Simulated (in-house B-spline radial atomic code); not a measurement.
Configurations of Os, with energies counted from [Xe] 4f14 5d6 6s2. All numbers are computed (Dirac-Hartree-Fock, average of configuration; Fermi nucleus of rms radius 5.4126 fm) with an all-electron radial atomic-structure program (B-spline basis), not measured. Energies include first-order Breit, QED and recoil terms.

Occupations are held fixed; configurations that lie above the ionisation limit could autoionise.

| configuration | E - E(ref) (eV) | highest orbital | its <r> (bohr) |
| --- | --- | --- | --- |
| [Xe] 4f14 5d5 6s2 8p1 | 8.7824 | 8p3/2 | 22.74 |
| [Xe] 4f14 5d5 6s2 6g1 | 9.2865 | 6g9/2 | 44 |
| [Xe] 4f13 5d7 6s2 | 49.224 | 6s1/2 | 3.121 |

Problem. Order these further configurations by energy, lowest first.
A. [Xe] 4f13 5d6 6s2 7s1
B. [Kr] 4d10 4f14 5s2 5p5 5d6 6s2 9s1
C. [Xe] 4f14 5d6 6s1 8p1
D. [Xe] 4f14 5d6 6s1 7g1

Solution. C (6.636 eV), D (7.2093 eV), A (57.661 eV), B (58.735 eV).
